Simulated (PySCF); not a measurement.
PySCF 2.14 output of an unrestricted wB97M-V calculation on a single atom or ion in def2-TZVPPD (6s6p4d2f1g, 67 functions), with the non-relativistic Hamiltonian (point nucleus):

```
SCF conv_tol = 1e-09
number electrons alpha = 15  beta = 10
    N. Mardirossian and M. Head-Gordon.,  J. Chem. Phys. 144, 214110 (2016)
cycle= 1 E= -1381.49032455065  delta_E= -0.0068  |g|= 0.0386  |ddm|= 0.115
cycle= 2 E= -1381.49048906412  delta_E= -0.000165  |g|= 0.025  |ddm|= 0.0398
cycle= 3 E= -1381.49058892081  delta_E= -9.99e-05  |g|= 0.00387  |ddm|= 0.0103
cycle= 4 E= -1381.49059256975  delta_E= -3.65e-06  |g|= 0.000281  |ddm|= 0.00546
cycle= 5 E= -1381.4905926577  delta_E= -8.79e-08  |g|= 4.52e-05  |ddm|= 0.00123
cycle= 6 E= -1381.49059265988  delta_E= -2.18e-09  |g|= 7.42e-06  |ddm|= 8.19e-05
cycle= 7 E= -1381.49059265996  delta_E= -8.19e-11  |g|= 7.6e-07  |ddm|= 2.91e-05
converged SCF energy = -1381.49059265996  <S^2> = 8.751209  2S+1 = 6.000403
```

The run itself started from symmetry-adapted Hartree-Fock orbitals and held the occupation by maximum overlap, on a logarithmic radial grid, so the iterations belong to that start.

Question: Which element, charge and spin multiplicity is this?

Answer: Co(2+) (cobalt, charge +2), multiplicity 6; the state was [Ar] 3d6 4s1, high-spin 6D determinant (an excited configuration).
